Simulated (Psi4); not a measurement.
C3H6FIn, singlet, at a GFN2-xTB geometry (such geometries of metal compounds can be far from the true shape) (core potentials on In); CAM-B3LYP/def2-SVPD (Psi4 1.11).

The Psi4 input:
```
memory 2 GB

molecule mol {
0 1
  In   -0.018298    0.159383    0.156025
  F     1.219742    1.675424   -0.200213
  C    -1.205405    0.651446    1.997765
  H    -1.920827   -0.129511    2.233784
  H    -1.708344    1.593819    1.796876
  H    -0.487452    0.778607    2.803908
  C     0.410369   -1.285219   -1.492516
  C    -0.230640   -2.421126   -1.673793
  H     1.207496   -0.959565   -2.151276
  H     0.009442   -3.089929   -2.493349
  H    -1.027313   -2.752630   -1.022004
}

set basis def2-svpd
set reference rks

energy('cam-b3lyp')
print_variables()
```

What the program printed (banner, timings and long lists left out):

```
   => Loading Basis Set <=

    Name: DEF2-SVPD
    Role: ORBITAL
    Keyword: BASIS

    !!!  WARNING: ECP capability is in beta. Please check occupations closely.  !!!

         ---------------------------------------------------------
                                   SCF
               by Justin Turney, Rob Parrish, Andy Simmonett
                          and Daniel G. A. Smith
                              RKS Reference
         ---------------------------------------------------------

  ==> Geometry <==

    Molecular point group: c1
    Full point group: C1

    Geometry (in Angstrom), charge = 0, multiplicity = 1:

       Center              X                  Y                   Z               Mass
    ------------   -----------------  -----------------  -----------------  -----------------
         IN          -0.045605878259     0.108854603449     0.148757559623   114.903878776000
         F            1.192434121741     1.624895603449    -0.207480440377    18.998403162730
         C           -1.232712878259     0.600917603449     1.990497559623    12.000000000000
         H           -1.948134878259    -0.180039396551     2.226516559623     1.007825032230
         H           -1.735651878259     1.543290603449     1.789608559623     1.007825032230
         H           -0.514759878259     0.728078603449     2.796640559623     1.007825032230
         C            0.383061121741    -1.335747396551    -1.499783440377    12.000000000000
         C           -0.257947878259    -2.471654396551    -1.681060440377    12.000000000000
         H            1.180188121741    -1.010093396551    -2.158543440377     1.007825032230
         H           -0.017865878259    -3.140457396551    -2.500616440377     1.007825032230
         H           -1.054620878259    -2.803158396551    -1.029271440377     1.007825032230

  Running in c1 symmetry.

  Rotational constants: A =      0.15187  B =      0.06466  C =      0.04575 [cm^-1]
  Rotational constants: A =   4552.94322  B =   1938.32488  C =   1371.47936 [MHz]
  Nuclear repulsion =  235.916287668431494

  Charge       = 0
  Multiplicity = 1
  Electrons    = 54
  Nalpha       = 27
  Nbeta        = 27

  ==> Algorithm <==

  SCF Algorithm Type is DF.
  DIIS enabled.
  MOM disabled.
  Fractional occupation disabled.
  Guess Type is SAD.
  Energy threshold   = 1.00e-06
  Density threshold  = 1.00e-06
  Integral threshold = 1.00e-12

  ==> Primary Basis <==

  Basis Set: DEF2-SVPD
    Blend: DEF2-SVPD
[...]
   @DF-RKS iter   4:  -407.62173779082121   -1.63856e-02   2.74706e-04 ADIIS/DIIS
   @DF-RKS iter   5:  -407.62250206482264   -7.64274e-04   8.91577e-05 DIIS
   @DF-RKS iter   6:  -407.62259662012900   -9.45553e-05   1.98880e-05 DIIS
   @DF-RKS iter   7:  -407.62260136415591   -4.74403e-06   1.07492e-05 DIIS
   @DF-RKS iter   8:  -407.62260304131610   -1.67716e-06   1.78607e-06 DIIS
   @DF-RKS iter   9:  -407.62260308944633   -4.81302e-08   7.70315e-07 DIIS
  Energy and wave function converged.

  ==> Post-Iterations <==

   Electrons on quadrature grid:
      Ntotal   =   54.0000572330 ; deviation = 5.723e-05

    Orbital Energies [Eh]
    ---------------------

    Doubly Occupied:

[...]
    Virtual:

[...]
     163A     60.916250

    Final Occupation by Irrep:
              A
    DOCC [    27 ]
    NA   [    27 ]
    NB   [    27 ]

  @DF-RKS Final Energy:  -407.62260308944633

   => Energetics <=

    Nuclear Repulsion Energy =            235.9162876684314938
    One-Electron Energy =               -1101.3831347656882826
    Two-Electron Energy =                 490.8404059360330507
    DFT Exchange-Correlation Energy =     -32.9961619282226195
    Empirical Dispersion Energy =           0.0000000000000000
    VV10 Nonlocal Energy =                  0.0000000000000000
    Total Energy =                       -407.6226030894463292

Computation Completed

Properties will be evaluated at   0.000000,   0.000000,   0.000000 [a0]

Properties computed using the SCF density matrix

 Multipole Moments:

 ------------------------------------------------------------------------------------
     Multipole            Electronic (a.u.)      Nuclear  (a.u.)        Total (a.u.)
 ------------------------------------------------------------------------------------

 L = 1.  Multiply by 2.5417464519 to convert [e a0] to [Debye]
 Dipole X            :          0.8300874           -1.8184068           -0.9883194
 Dipole Y            :         12.4175855          -13.5895448           -1.1719593
 Dipole Z            :          9.3099637           -8.9972861            0.3126776
 Magnitude           :                                                    1.5646185

 ------------------------------------------------------------------------------------

  Variable Map:
  ----------------------------------------------------------------------------
[...]
  Array Variable Map:
  ----------------------------------------------------------------------------
[...]
[...]
```
